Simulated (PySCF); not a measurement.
**Deuteron quadrupole couplings in `COC[SiH2]O/C=C\F`**

Species: C4H9FO2Si.
Z-matrix (Å and degrees, GFN2-xTB geometry), rows numbered from 1:
```
C 
O   1  1.3990
C   2  1.4184  1  113.84
Si  3  1.9073  2  113.19  1    66.65
O   4  1.6430  3   99.88  2   161.80
C   5  1.3339  4  130.35  3   179.43
C   6  1.3237  5  127.29  4     1.30
F   7  1.3502  6  122.20  5    -0.17
H   1  1.0956  2  111.74  3   -66.54
H   1  1.0976  2  111.23  3    54.98
H   1  1.0889  2  106.53  3   173.97
H   3  1.0920  2  104.55  1  -172.82
H   3  1.1003  2  109.22  1   -58.44
H   4  1.4605  3  111.12  2    43.83
H   4  1.4662  3  112.99  2   -82.12
H   6  1.0824  5  113.74  4  -178.91
H   7  1.0761  6  124.96  5   179.78
```

Level: PBE0/pcSseg-1 (PySCF, non-relativistic); Q(2H) = 0.00286 b; rigid geometry, the same for H and D, with no vibrational averaging.

Task: Rank these positions by the coupling χzz of a deuteron there, largest first.
A. H17 (vinylic hydrogen)
B. H9 (methyl hydrogen)
C. H11 (methyl hydrogen)
D. H15 (Si–H hydrogen)
E. H16 (vinylic hydrogen)

Result: A (222 kHz), E (213 kHz), C (206 kHz), B (197 kHz), D (105 kHz).

Task: What are Vzz, η and χzz (234.96 MHz × Q × Vzz) at all hydrogens?

Result: 
| atom | bonded to | bond length (Å) | Vzz (au) | η | χzz (kHz) |
| --- | --- | --- | --- | --- | --- |
| H9 | C1 | 1.096 | 0.2928 | 0.10 | 197 |
| H10 | C1 | 1.098 | 0.2887 | 0.08 | 194 |
| H11 | C1 | 1.089 | 0.3059 | 0.06 | 206 |
| H12 | C3 | 1.092 | 0.3030 | 0.06 | 204 |
| H13 | C3 | 1.100 | 0.2885 | 0.09 | 194 |
| H14 | Si4 | 1.460 | 0.1614 | 0.05 | 108 |
| H15 | Si4 | 1.466 | 0.1567 | 0.05 | 105 |
| H16 | C6 | 1.082 | 0.3175 | 0.12 | 213 |
| H17 | C7 | 1.076 | 0.3302 | 0.14 | 222 |

Task: Average by the element that carries the hydrogen.

Result: on C: 204 kHz over 7 positions, mean bond length 1.090 Å; on Si: 107 kHz over 2 positions, mean bond length 1.463 Å.

Task: How does χzz go with the bond length over the 7 C–H bonds?

Result: A straight-line fit has a slope of -12.1 kHz for each 0.01 Å, with a correlation coefficient of -0.99, over lengths from 1.076 to 1.100 Å. The longer bonds have the smaller couplings here.

Task: A static deuteron (I = 1) shows a doublet split by (3/2)χ, (3/4)χ(1 + η) and (3/4)χ(1 − η) with the field along z, y and x of the gradient. What are these for H10?

Result: With |χ| = 194.0 kHz and η = 0.079: 291, 157 and 134 kHz, to first order and without motion.

Geometry: GFN2-xTB, one conformer, isolated molecule. GFN2-xTB bond lengths can be off by several hundredths of an ångström, more for odd bonds, and the gradients follow them. The basis is small and wasn't made for field gradients, so the couplings can be 20 % off.
